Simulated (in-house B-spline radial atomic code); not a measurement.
A fraction x of an electron is removed from 2p in the silicon ion Si⁴⁺, starting from [He] 2s2 2p6 and keeping the highest spin. Method: non-relativistic OLYP, spin-polarised, spherical fractional occupations, point nucleus. Calculated with an all-electron radial atomic-structure program (B-spline basis).

| x | E(x) - E(0) (eV) | 2p down level (eV) |
| --- | --- | --- |
| 0 | 0.0000 | -149.103 |
| 0.04 | 5.9931 | -150.552 |
| 0.21 | 32.1129 | -156.751 |
| 0.37 | 57.6638 | -162.644 |
| 0.44 | 69.1396 | -165.240 |
| 0.5 | 79.1210 | -167.473 |
| 0.59 | 94.3447 | -170.836 |
| 0.66 | 106.3951 | -173.463 |
| 0.79 | 129.2638 | -178.368 |
| 0.95 | 158.2884 | -184.448 |
| 1 | 167.5585 | -186.358 |

The exact functional would give a straight line between the two integer points. Deviations E(x) - E(0) - x[E(1) - E(0)], in eV: -0.709 at x = 0.04, -3.074 at x = 0.21, -4.333 at x = 0.37, -4.586 at x = 0.44, -4.658 at x = 0.5, -4.515 at x = 0.59, -4.194 at x = 0.66, -3.107 at x = 0.79, -0.892 at x = 0.95.

The curve lies below the straight line by up to 4.658 eV (at x = 0.5): convex, the delocalisation error that favours fractional charges.

Task: How well does Slater's transition state (minus the level at half occupation) give the ionisation energy?

Result: It gives 167.473 eV against 167.559 eV from the two total energies; NIST lists 166.77 eV, ground level to ground level.
